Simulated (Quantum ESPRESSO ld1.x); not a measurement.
Coherent X-ray form factor from a spherical all-electron density. Calculated with ld1.x of Quantum ESPRESSO 7.5: Dirac Kohn-Sham, RPBE, spin-unpolarised, spherical densities, point nucleus.

sin(theta)/lambda (1/angstrom)  f0 (electrons)
0.05                                    68.452
0.1                                     66.883
0.15                                    64.489
0.2                                     61.531
0.25                                    58.268
0.3                                     54.918
0.4                                     48.515
0.5                                     42.919
0.6                                     38.172
0.8                                     30.638
1                                       25.045
1.25                                    20.249
1.5                                     17.250
2                                       13.673

The species is in the configuration that NIST lists as its ground one. Which atom or ion scatters so?

Answer. The tantalum ion Ta4+, [Xe] 4f14 5d1. Extrapolating in s^2 from the first two rows gives f0(0) = 69.0, near the electron count 69; among species with that count, the fall with angle is slower the higher Z, and the table is that of Z = 73; from so few rows the species is fixed only to a neighbour or two.
